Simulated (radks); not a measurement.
Results of a calculation; reference values are marked as such.
The osmium ion Os41+, 35 electrons, occupied as [Ar] 3d10 4s2 4p5 (the NIST ground configuration).

Level of theory: Dirac Kohn-Sham, LDA (Slater exchange, Perdew-Wang correlation), spin-unpolarised, spherical densities, finite nucleus; open shells fill j = l - 1/2 first; Fermi nuclear charge, rms radius 5.4126 fm (a radial shooting solver on a logarithmic mesh with Libxc functionals).

Energy parts (eV):
| part | energy |
|---|---|
| total | -440746.58 |
| kinetic | 503907.71 |
| electron-nucleus | -1032331.48 |
| Hartree | 94621.58 |
| exchange-correlation | -6944.39 |

Orbitals (lengths in bohr, moments of r in powers of bohr; r(max) is where P^2 peaks; r(90%) holds 90 % of the orbital's charge):
orbital  occ.  eigenvalue (eV)   r(max)  r(90%)  <1/r>       <r^4>
1s1/2       2        -75589.14  0.01104  0.0324  90.33   5.139e-07
2s1/2       2        -14734.36  0.06363   0.116  22.09  0.00007565
2p1/2       2        -14198.96  0.04710   0.102  22.06  0.00004525
2p3/2       4        -12667.47  0.05414   0.113  18.32  0.00006738
3s1/2       2        -4821.417   0.1780   0.280  8.225    0.002622
3p1/2       2        -4585.833   0.1663   0.272  8.145    0.002280
3p3/2       4        -4241.153   0.1803   0.291  7.178    0.003015
3d3/2       4        -3852.404   0.1404   0.263  7.065    0.001973
3d5/2       6        -3776.880   0.1443   0.269  6.840    0.002145
4s1/2       2        -2240.489   0.3804   0.547  3.930     0.03908
4p1/2       2        -2139.132   0.3755   0.547  3.861     0.03877
4p3/2       3        -2028.461   0.3981   0.575  3.535     0.04757
4d3/2       0        -1866.352   0.3805   0.569  3.420     0.04453
4d5/2       0        -1842.395   0.3867   0.577  3.346     0.04705
5s1/2       0        -1289.072   0.6784   0.911  2.283      0.3119

The highest occupied level is 4p3/2 at -2028.5 eV. The density falls to 0.001 e/bohr^3 at r = 1.00 bohr. For comparison, the ionisation energy in NIST's Atomic Spectra Database is 2052 eV (theoretical). In exact Kohn-Sham theory the highest level is minus the ionisation energy, but local and semilocal functionals leave it too shallow, through self-interaction and a potential that decays too fast; potentials with the right tail come closer. The electron density at the nucleus is 1.672e+06 e/bohr^3. Summed over all electrons, <r^2> = 1.950 bohr^2, which gives a Langevin (diamagnetic) susceptibility term of -1.54 x 10^-6 cm^3/mol.

Beside tabulated values, note that spin-unpolarised runs miss the spin-polarisation part of the exchange energy of open shells.
